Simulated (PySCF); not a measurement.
**How methods differ on the excitation energy of Al**

Al [Ne] 3s2 3p1 (2P) → Al [Ne] 3s2 3d1 (2D), as a difference of total energies. Computed with PySCF 2.14 in dyall-acv3z (19s12p6d4f, 113 functions), with scalar relativity by spin-free X2C-1e. Correlated levels: valence: [Ne] frozen; valence and next inner shell: 1s2 frozen; virtual orbitals above 40 to 60 times the deepest correlated orbital energy dropped. The calculations carry no spin-orbit coupling.

| method | excitation energy (cm⁻¹) |
| --- | --- |
| UHF | 35307 |
| LDA | 33016 |
| PBE | 32655 |
| r2SCAN | 35015 |
| wB97X-V | 36496 |
| B3LYP | 33036 |
| MP2 (valence) | 35438 |
| SCS-MP2 (valence) | 35475 |
| MP2 (valence and next inner shell) | 35290 |
| SCS-MP2 (valence and next inner shell) | 35367 |

Q: Estimate what PW91 gives.

A: 32889 cm⁻¹, closest to LDA among the rows shown.

Q: Estimate what PBE0 gives.

A: 33984 cm⁻¹, closest to B3LYP among the rows shown.

Errors of the correlated levels include the incompleteness of this basis and the frozen core.

The promoted electron is Rydberg-like, and one or two diffuse shells describe it only roughly, which tends to raise the upper state.

For comparison: 32362 cm⁻¹ (measured; NIST levels, between the centres of gravity of the two terms).
